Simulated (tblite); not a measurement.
Compound: C6H7OS (charge -1).
Numbering: `[CH:1]#[C:2][C:3](=[S:4])[C:5]([CH3:6])([CH3:7])[O-:8]` (hydrogens: H9 on C1; H10, H11, H12 on C6; H13, H14, H15 on C7)
Bond orders are those of one Lewis drawing.

Computed with GFN2-xTB (tblite), gas phase: L-BFGS steps from a force-field or distance-geometry start until the largest atomic force falls under 0.01 eV/Å.

Geometry at step 0:
```
atom  x, y, z in Å
C1      2.6158    0.8690   -0.5716
C2      1.7441    0.0191   -0.4976
C3      0.7451   -1.0200   -0.3696
S4      1.1338   -2.5950   -0.5780
C5     -0.6584   -0.5842   -0.0671
C6     -0.6072    0.1422    1.2556
C7     -1.1573    0.3684   -1.1492
O8     -1.4767   -1.6984    0.0427
H9      3.3695    1.6096   -0.6298
H10    -1.5272   -0.0191    1.8700
H11     0.2946   -0.1367    1.8259
H12    -0.6298    1.2399    1.0067
H13    -1.7151    1.2003   -0.6617
H14    -1.8653   -0.1622   -1.8308
H15    -0.2703    0.7752   -1.6787
```

Question: Give the atomic forces at this geometry.

Answer: 
```csv
atom,Fx (eV/Å),Fy (eV/Å),Fz (eV/Å)
C1,-0.774,-0.754,0.083
C2,0.096,-0.382,0.122
C3,1.581,1.500,-0.604
S4,0.269,-0.095,0.001
C5,-1.989,-3.265,0.182
C6,-0.246,1.795,1.226
C7,-0.390,0.768,-0.782
O8,0.626,1.409,-0.163
H9,-0.253,-0.185,-0.012
H10,0.754,-0.282,-0.533
H11,-0.540,0.313,-0.016
H12,0.588,-0.724,0.685
H13,0.260,-0.476,-0.554
H14,0.802,0.402,0.404
H15,-0.784,-0.025,-0.038
```

The largest, 3.83 eV/Å, acts on C5; the rms over all components is 0.878 eV/Å. The forces sum to zero within rounding, as they must for an isolated molecule in no field.

Question: Give the force on C5 in Eh/bohr and in nN.

Answer: 3.827 eV/Å ÷ 51.422 = 0.07443 Eh/bohr, and 3.827 eV/Å × 1.602 = 6.13 nN.

Question: How far is this geometry from the end of the optimisation?

Answer: 0.661 eV above it, and 0.444 Å rms away after alignment. The bonds farthest from their final lengths, with half the difference of the two atoms' forces along the bond (positive lengthens):

```csv
bond,now (Å),final (Å),force along bond (eV/Å)
C5–O8,1.387,1.294,-2.66
C5–C6,1.510,1.579,+1.70
C5–C7,1.526,1.583,+1.34
C2–C3,1.447,1.395,-1.22
C3–C5,1.500,1.550,+1.06
C6–H12,1.126,1.089,-1.18
```

The angle farthest from its final value is C3–C5–C7, 110.1° against 102.8°.

Of the 6 listed bonds off by 0.010 Å or more, this force points towards the final length in 6.

What follows is the cost of the whole relaxation. On one thread of an Arm Neoverse N1, shared host with 64 logical CPUs at a one-minute load of 57, this took 0.82 s.
